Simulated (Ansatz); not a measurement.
Consider the cleavage of the Si–Si bond: `[SiH3][SiH]1NCS1` + `COCS` → `COCS[SiH3]` + `C1N[SiH2]S1`.

Isolated molecules relaxed with PBE0-D4/def2-TZVP in Ansatz; ΔE leaves out vibrations. CCSD(T)/CBS adds triple-zeta CCSD(T) − MP2 to the extrapolated MP2 energy (def2 sets, frozen cores). This one scheme is used for every species. Functionals use def2-TZVPP. B3LYP here is the variant with VWN-RPA as its local correlation; programs differ in this. One conformer a species, not always the lowest.

```json
{"level": "PBE0-D4", "ΔE (kJ/mol)": "-49.3", "difference from CCSD(T)/CBS": "9.4"}
{"level": "B3LYP-D4", "ΔE (kJ/mol)": "-54.1", "difference from CCSD(T)/CBS": "4.6"}
{"level": "ωB97X-V", "ΔE (kJ/mol)": "-56.6", "difference from CCSD(T)/CBS": "2.1"}
{"level": "r2SCAN", "ΔE (kJ/mol)": "-54.5", "difference from CCSD(T)/CBS": "4.2"}
{"level": "PBE0", "ΔE (kJ/mol)": "-48.6", "difference from CCSD(T)/CBS": "10.1"}
{"level": "HF/def2-TZVPP", "ΔE (kJ/mol)": "-64.9", "difference from CCSD(T)/CBS": "-6.2"}
{"level": "SCS-MP2/def2-TZVPP", "ΔE (kJ/mol)": "-65.0", "difference from CCSD(T)/CBS": "-6.3"}
{"level": "CCSD(T)/def2-TZVPP", "ΔE (kJ/mol)": "-56.7", "difference from CCSD(T)/CBS": "2.0"}
{"level": "MP2/def2-QZVPP", "ΔE (kJ/mol)": "-67.4", "difference from CCSD(T)/CBS": "-8.7"}
{"level": "HF/CBS(def2)", "ΔE (kJ/mol)": "-65.1", "difference from CCSD(T)/CBS": "-6.4"}
{"level": "CCSD(T)/CBS", "ΔE (kJ/mol)": "-58.7", "difference from CCSD(T)/CBS": "0"}
```

Largest T1 diagnostic among the species: 0.012.

From PBE to PBE0 (25 % exact exchange), in def2-TZVPP and without D4, ΔE moves by −5.5 kJ/mol.
